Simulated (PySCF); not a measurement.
tungsten atom (W), quintet (typed; the unrestricted solution is spin-contaminated) (core potentials on W); PySCF with BHANDHLYP/def2-SV(P).

The PySCF input:
```python
from pyscf import gto, scf, dft

mol = gto.M(
    atom='''
W     0.00000000    0.00000000    0.00000000
''',
    basis='def2-sv(p)',
    ecp={'W': 'def2-sv(p)'},
    spin=4,
    verbose=3,
)

mf = dft.UKS(mol)
mf.xc = 'bhandhlyp'
mf.kernel()
mf.analyze()
```

Output, abridged:

```
converged SCF energy = -66.8000291673663  <S^2> = 6.1041373  2S+1 = 5.0414828
**** MO energy ****
                             alpha | beta                alpha | beta
MO #1   energy= -3.18962142876748  | -3.08379152026351  occ= 1 | 1
MO #2   energy= -1.79272579016129  | -1.67128852102505  occ= 1 | 1
MO #3   energy= -1.79272578696673  | -1.63232405683544  occ= 1 | 1
MO #4   energy= -1.78648754263026  | -1.63232365386244  occ= 1 | 1
MO #5   energy= -0.290088373910377 | -0.221233462018959 occ= 1 | 1
MO #6   energy= -0.290088118607119 | -0.0247054356312053 occ= 1 | 0
MO #7   energy= -0.2727203292576   | -0.00188692212085971 occ= 1 | 0
MO #8   energy= -0.272719882249844 | -0.000633157803177696 occ= 1 | 0
MO #9   energy= -0.26272148473822  | -0.000633038313390773 occ= 1 | 0
MO #10  energy= -0.0640389898465106 | 0.0086916605677265 occ= 0 | 0
MO #11  energy= -0.00520394824098938 | 0.00869171765409569 occ= 0 | 0
MO #12  energy= -0.0052038899674667 | 0.0131446742738579 occ= 0 | 0
MO #13  energy= -0.00425454802522805 | 0.013144722297137  occ= 0 | 0
MO #14  energy= 0.126875976994232  | 0.146969987808543  occ= 0 | 0
MO #15  energy= 0.290743632471841  | 0.326502357433853  occ= 0 | 0
MO #16  energy= 0.290743738512886  | 0.34042072221479   occ= 0 | 0
MO #17  energy= 0.297659777909088  | 0.34042080983974   occ= 0 | 0

Dipole moment(X, Y, Z, Debye): -0.00000,  0.00000, -0.00000
```
